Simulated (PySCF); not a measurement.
1,1-dimethylcyclohexane (`CC1(C)CCCCC1`). Computed geometry: GFN2-xTB, gas phase.

```
atom  x, y, z in Å
C1    -2.0986   -0.4278   -0.8771
C2    -0.8423   -0.0834   -0.0693
C3    -1.2792    0.3226    1.3403
C4     0.0738   -1.3158   -0.0295
C5     1.4415   -1.0253    0.5822
C6     2.1351    0.1071   -0.1669
C7     1.2649    1.3589   -0.1597
C8    -0.1031    1.0666   -0.7697
H9    -2.6391   -1.2497   -0.4121
H10   -1.8375   -0.7231   -1.8912
H11   -2.7639    0.4312   -0.9334
H12   -1.9423    1.1841    1.2940
H13   -1.8163   -0.4948    1.8173
H14   -0.4312    0.5815    1.9668
H15   -0.4166   -2.1156    0.5302
H16    0.2204   -1.6710   -1.0529
H17    1.3322   -0.7548    1.6338
H18    2.0555   -1.9279    0.5382
H19    2.3157   -0.2003   -1.1998
H20    3.1027    0.3220    0.2920
H21    1.1488    1.7178    0.8641
H22    1.7521    2.1520   -0.7316
H23   -0.7205    1.9674   -0.7382
H24    0.0362    0.7982   -1.8201
```

Q: Which two atoms are farthest apart?

A: H9···H20 and H11···H20, 5.995 Å down to 5.994 Å.

Q: Work out the bond lengths C1–H11, C2–C8, C3–H14, C5–H18, C6–H19, C6–H20 in Å.

A: For C1–H11 the difference vector is (-0.6653, 0.8590, -0.0563) Å, of length 1.0880 Å. C1–H11 1.088; C2–C8 1.536; C3–H14 1.086; C5–H18 1.093; C6–H19 1.093; C6–H20 1.092 Å.

Q: Where is the centre of mass (commonest isotopes), and what is the radius of gyration?

A: Mass 112.125 u; centre at (0.058, 0.000, -0.015) Å; Rg = √(Σ m r²/M) = 1.888 Å. As Ia + Ib + Ic = 2 Σ m r², the three principal moments sum to 799.7 u·Å².

Q: How far apart are these pairs, which share no bond: C1···C4, C4···H14, H17···H22, H18···H19?

A: C1···C4 2.495 Å (2 bonds apart); C4···H14 2.800 Å (3 bonds apart); H17···H22 3.771 Å (4 bonds apart); H18···H19 2.464 Å (3 bonds apart).

Q: How far are the heavy atoms from their best plane (unweighted least squares)?

A: 0.639 Å rms; C1 0.80, C2 0.01, C3 1.48, C4 0.39, C5 0.18, C6 0.25, C7 0.18, C8 0.39 Å (magnitudes).

Q: What are the angles C1–C2–C4, C4–C5–H17, C4–C5–H18, C6–C5–H18, H19–C6–H20, C6–C7–H22, C2–C8–H24?

A: From the scalar product of the two bond vectors; for C1–C2–C4 it is -0.7586 Å² over 1.5328 × 1.5361 Å², cos θ = -0.3222. C1–C2–C4 108.8°; C4–C5–H17 110.1°; C4–C5–H18 109.3°; C6–C5–H18 109.8°; H19–C6–H20 107.8°; C6–C7–H22 109.8°; C2–C8–H24 108.4°.

Q: What is the repulsion energy of the bare nuclei, Σ ZA·ZB/RAB?

A: 419.95 Eh over 276 pairs, with full nuclear charges and distances in bohr; the largest single term is 12.50 Eh (C6 with C7, or a pair equal to it).

Q: Give the dihedral angles C8–C2–C4–C5, H10–C1–C2–C3, C8–C2–C3–H13, C4–C5–C6–H19, C4–C2–C3–H13, C3–C2–C4–H16.

A: C8–C2–C4–C5 53° (synclinal); H10–C1–C2–C3 180° (antiperiplanar); C8–C2–C3–H13 179° (antiperiplanar); C4–C5–C6–H19 -63° (synclinal); C4–C2–C3–H13 -60° (synclinal); C3–C2–C4–H16 170° (antiperiplanar). Dihedral signs follow IUPAC: positive where, seen along the central bond, the front bond turns clockwise onto the rear one.

Q: Write the matrix of distances between heavy atoms (Å, lower triangle).

A: 
```
C1    0.000
C2    1.533  0.000
C3    2.480  1.531  0.000
C4    2.495  1.536  2.528  0.000
C5    3.875  2.555  3.129  1.526  0.000
C6    4.326  2.985  3.738  2.508  1.525  0.000
C7    3.876  2.555  3.130  2.931  2.503  1.525  0.000
C8    2.495  1.536  2.528  2.501  2.931  2.509  1.526  0.000
```

The point group is Cs within 0.08 Å; differences among equivalent distances and angles are scatter left by the optimiser. Whether it is a minimum is left open (no frequencies). The numbers are those of one conformer.
